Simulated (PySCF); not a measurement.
Species: C₇H₁₁ (doublet state).
Z-matrix (Å and degrees, GFN2-xTB geometry), rows numbered from 1:
```
C 
C   1  1.4835
C   2  1.4990  1  122.24
C   3  1.5386  2  104.46  1  -178.91
C   4  1.4930  3  103.89  2     0.53
C   5  1.3771  4  111.10  3    -0.41
C   6  1.4952  2  124.68  1    -1.51
H   1  1.0900  2  110.62  3   -36.96
H   1  1.0944  2  110.89  3    81.91
H   1  1.0878  2  111.12  3  -158.19
H   3  1.0945  2  111.07  1   -58.15
H   3  1.0944  2  111.00  1    60.33
H   4  1.0943  3  111.89  2   120.77
H   4  1.0945  3  111.77  2  -119.61
H   5  1.0741  4  122.78  3   179.34
H   7  1.0891  6  110.55  2    57.78
H   7  1.0869  6  110.45  2   178.22
H   7  1.0897  6  110.45  2   -61.70
```

Identity: `C1CC=C(C)[C]1C` [radical].

Theory: UKS B3LYP, pcH-1 on C H, non-relativistic, mean-field spin-orbit, GIAO (PySCF 2.14.0). Isolated species at its GFN2-xTB geometry, gas phase. GFN2-xTB frequencies show an imaginary mode (20i cm⁻¹), so this geometry is no minimum at that level. A GFN2-xTB geometry isn't a minimum of the functional, and hyperfine couplings can be far from their values at a DFT geometry. Stability of the SCF solution: not tested. ⟨S²⟩ is 0.774 where a pure state has 0.75.

Largest spin populations (Mulliken): C2 (+0.63), C5 (+0.63) and C6 (-0.24). The angles at C2 add up to 360.0°, so it is planar.

Problem. McConnell's relation a(H) = Q·ρ ties the coupling of a proton on a planar π carbon to the spin population of that carbon. What Q do the computed values give?

Solution. 
| H | C | ρ(C) | a(H) (G) | a/ρ (G) |
| --- | --- | --- | --- | --- |
| H15 | C5 | +0.626 | -14.37 | -23.0 |

One proton gives one ratio, Q = -23.0 G, and no test of linearity.

Problem. List the C–H protons on four-coordinate carbons next to a three-coordinate spin centre, with their couplings and θ (C–H bond against the normal to the plane of the centre's neighbours, projected along the bond that joins the two).

Solution. 
| β H | on | centre | θ (°) | cos²θ | a (G) |
| --- | --- | --- | --- | --- | --- |
| H8 | C1 | C2 | 54 | 0.35 | +12.43 |
| H9 | C1 | C2 | 7 | 0.98 | +32.31 |
| H10 | C1 | C2 | 67 | 0.15 | +5.49 |
| H11 | C3 | C2 | 31 | 0.73 | +24.81 |
| H12 | C3 | C2 | 31 | 0.74 | +23.44 |
| H13 | C4 | C5 | 31 | 0.73 | +23.06 |
| H14 | C4 | C5 | 30 | 0.75 | +23.40 |

Fitting the Heller–McConnell form a = ρ(B0 + B2 cos²θ), with Mulliken ρ = 0.63, gives B0 = 1.6 G and B2 = 49.5 G, with a largest miss of 0.9 G. By this fit the coupling would be 32.1 G at θ = 0° and 1.0 G at 90°.

Problem. What would the freely rotating methyl group on C1 show?

Solution. Three equal couplings, a 1:3:3:1 quartet. The mean of the three values of this geometry estimates the splitting: 16.7 G, or 46.9 MHz (three bonds 120° apart have a mean cos²θ of 1/2 at any torsion).

Couplings in gauss use g_iso = 2.0027.
